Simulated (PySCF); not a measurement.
Multinuclear NMR of C3H12N2OSi

Atom-mapped SMILES (the numbers label the heavy atoms): `[CH3:1][O:2][Si@H:3]([NH2:4])[N:5]([CH3:6])[CH3:7]`; H(Xn) means a hydrogen on atom n.

- σ from GIAO-PBE0/pcSseg-1
- geometry from GFN2-xTB
- code: PySCF 2.14.0 with density-fitted response routines
- no solvent model, one averaged value for each set of equivalent atoms, non-relativistic Hamiltonian, single conformer

Question: What are the $^{29}$Si shifts?

Answer: 
| atoms | environment | σ (ppm) | δ (ppm) |
| --- | --- | --- | --- |
| Si3 | silicon bonded to 2 N, O, H | 386.8 | -38.0 |

Shieldings were converted by a linear fit to measured shifts: $^{29}$Si: δ = 279.94 − 0.822σ (rms 8.9 ppm, 72 shifts, 25.8 ppm with the 6 outliers that the fit left out vs TMS, solution or neat liquid). Occasional misses reach two or three times the rms, and more in compound classes unlike the fitted ones.

On a 400 MHz spectrometer $^{29}$Si resonates near 79.5 MHz, so 1 ppm is 79.5 Hz.

Question: Predict the $^{15}$N NMR data.

Answer: 
```csv
atoms,environment,σ (ppm),δ (ppm)
N5,"nitrogen bonded to 2 C, Si",242.2,-371.2
N4,"nitrogen bonded to Si, 2 H",243.7,-372.6
```

Shieldings were converted by a linear fit to measured shifts: $^{15}$N (scatter 6.3 ppm rms vs CH3NO2, solution or neat liquid). Occasional misses reach two or three times the rms, and more in compound classes unlike the fitted ones.

On a 600 MHz spectrometer $^{15}$N resonates near 60.8 MHz, so 1 ppm is 60.8 Hz.

Question: Predict the $^{17}$O NMR data.

Answer: 
| atoms | environment | σ (ppm) | δ (ppm) |
| --- | --- | --- | --- |
| O2 | oxygen bonded to C, Si | 316.3 | -21.4 |

Shieldings were converted by a linear fit to measured shifts: $^{17}$O (scatter 10.7 ppm rms, 12.2 ppm with the 3 outliers that the fit left out vs liquid water, solution or neat liquid). Occasional misses reach two or three times the rms, and more in compound classes unlike the fitted ones.

On a 500 MHz spectrometer $^{17}$O resonates near 67.8 MHz, so 1 ppm is 67.8 Hz.
